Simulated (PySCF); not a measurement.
Species: [TiF6]−2, TiF6 (charge -2 and singlet state).
SMILES with atom numbers: `[F:1][Ti-2:2]([F:3])([F:4])([F:5])([F:6])[F:7]`
The ion is multiply charged and has no counter-ions or solvent; whether it holds all its electrons wasn't checked.

Method: PBE0-D3(BJ)/def2-TZVP geometry optimisation, gas phase in PySCF 2.14.0; density fitting, grid level 2; the optimiser is geomeTRIC in internal coordinates, started from a GFN2-xTB structure with every atom displaced at random (about 0.01 Å).

Step 0: E = -39412.6427 eV
```
atom  x, y, z in Å  |  force x, y, z in eV/Å
F1      0.5938   -0.2234    1.6699    0.223   0.026   0.540
Ti2    -0.1795   -0.1948   -0.0337    0.560   0.010  -0.003
F3      1.4990   -0.0577   -0.7851    0.941   0.069  -0.402
F4     -1.8336   -0.3228    0.7098   -1.318  -0.101   0.578
F5     -0.0562   -2.0476   -0.1028    0.026  -0.768  -0.045
F6     -0.9249   -0.1778   -1.7316   -0.365  -0.009  -0.734
F7     -0.2847    1.6586    0.0292   -0.066   0.772   0.066
```

Step 1: E = -39412.5800 eV
```
atom  x, y, z in Å  |  force x, y, z in eV/Å
F1      0.6132   -0.2147    1.7020   -0.273   0.006  -0.595
Ti2    -0.1617   -0.1949   -0.0350   -0.282  -0.003  -0.061
F3      1.6156   -0.0528   -0.8290   -1.037  -0.081   0.463
F4     -1.9744   -0.3352    0.7756    1.252   0.088  -0.563
F5     -0.0475   -2.1087   -0.1091   -0.050   0.820   0.033
F6     -0.9493   -0.1785   -1.7865    0.342  -0.003   0.755
F7     -0.2821    1.7193    0.0378    0.048  -0.827  -0.032
```

Step 2: E = -39412.7306 eV
```
atom  x, y, z in Å  |  force x, y, z in eV/Å
F1      0.5975   -0.2155    1.6734    0.067   0.004   0.137
Ti2    -0.1624   -0.1948   -0.0356   -0.346  -0.012  -0.006
F3      1.5674   -0.0548   -0.8109   -0.234  -0.026   0.114
F4     -1.9225   -0.3331    0.7524    0.515   0.041  -0.240
F5     -0.0526   -2.0705   -0.1058    0.011  -0.020  -0.009
F6     -0.9336   -0.1777   -1.7525   -0.005  -0.001  -0.005
F7     -0.2800    1.6809    0.0348   -0.007   0.014   0.009
```

Task: Estimate the geometry and energy of step 3. (The exact step hangs on the optimiser's Hessian estimate; all steps are aligned on step 2, rigid shifts and turns removed.)

Result: E = -39412.7445 eV, largest force 0.205 eV/Å
```
atom  x, y, z in Å  |  force x, y, z in eV/Å
F1      0.6034   -0.2099    1.6765    0.037  -0.017   0.141
Ti2    -0.1660   -0.1947   -0.0356   -0.200  -0.015   0.045
F3      1.5515   -0.0651   -0.7976    0.025   0.034  -0.034
F4     -1.8990   -0.3266    0.7358    0.159  -0.016  -0.050
F5     -0.0500   -2.0683   -0.1133   -0.006  -0.119   0.020
F6     -0.9396   -0.1798   -1.7490   -0.023   0.018  -0.108
F7     -0.2865    1.6789    0.0390    0.008   0.116  -0.013
```

The energy changes by -0.0138 eV. The first-order estimate −F·Δx gives -0.0241 eV and the mean of the old and new forces, exact on a quadratic surface, -0.0138 eV. The step makes an angle of 37° with the force vector and moves no atom by more than 0.029 Å.

The cost below is that of the whole optimisation. Time: 3.1 min; peak memory 0.97 GiB. Hardware: Arm Neoverse V1, one thread, shared host.
